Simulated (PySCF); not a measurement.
C₃H₅ClOSi.

```xyz
11

Cl    -1.9451    -0.7399     0.6610
Si    -0.3663    -0.2802    -0.6250
C      1.2660    -0.9537    -0.1375
C      2.0336     0.0969     0.2462
O      1.6066     1.3696     0.1889
C      0.2781     1.5005    -0.3723
H     -0.8867    -0.5561    -1.9903
H      1.6477    -1.9725    -0.0598
H      3.0562     0.0391     0.6383
H     -0.3171     2.1180     0.3182
H      0.3751     2.0535    -1.3226
```

The structure is a stationary point at r2SCAN-D4/def2-SVP. The structure was generated by enumeration; whether it is a known compound was not checked. The values are those of a single conformer.

Level of theory: PBE0/pcSseg-1 run with PySCF. Non-relativistic, no solvent.

Computed absolute GIAO shielding of each atom: isotropic value and principal components (ppm):
```csv
atom,σ(iso),σ11,σ22,σ33,span
Cl1,910.0,857.2,877.6,995.3,138.1
Si2,335.9,292.3,352.8,362.5,70.2
C3,89.6,-9.8,111.4,167.4,177.2
C4,5.9,-111.1,36.3,92.5,203.5
O5,164.2,39.0,192.9,260.8,221.8
C6,119.8,91.5,98.9,169.0,77.5
H7,25.5,21.2,24.1,31.1,9.9
H8,26.2,25.0,26.5,27.2,2.2
H9,24.0,21.4,23.8,26.7,5.3
H10,27.3,23.6,26.9,31.5,7.9
H11,27.4,22.8,26.8,32.7,9.8
```
